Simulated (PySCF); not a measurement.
Sb(Cl)(SiH3)2 (ClH6SbSi2), SMILES [SiH3][Sb]([SiH3])[Cl].

Geometry optimised at B3LYP-D3(BJ)/def2-SVP. The def2 effective core potentials stand for the cores of Sb; spin–orbit coupling is left out.

The numbers are results of PBE0/def2-TZVP run with PySCF, not measurements.

Computed frontier levels, gap, dipole moment and polarisability:
| Item | Result |
|---|---|
| highest occupied level | -7.22 eV |
| lowest empty level | -2.15 eV |
| orbital gap | 5.06 eV |
| dipole moment | 2.55 D |
| quadrupole, principal values (traceless, Buckingham form, about the centre of nuclear charge) | -4.42, 1.60, 2.82 D·Å |
| mean static polarisability | 116.9 bohr³ (17.33 Å³) |
| polarisability, principal values | 102.3, 117.6, 130.9 bohr³ |
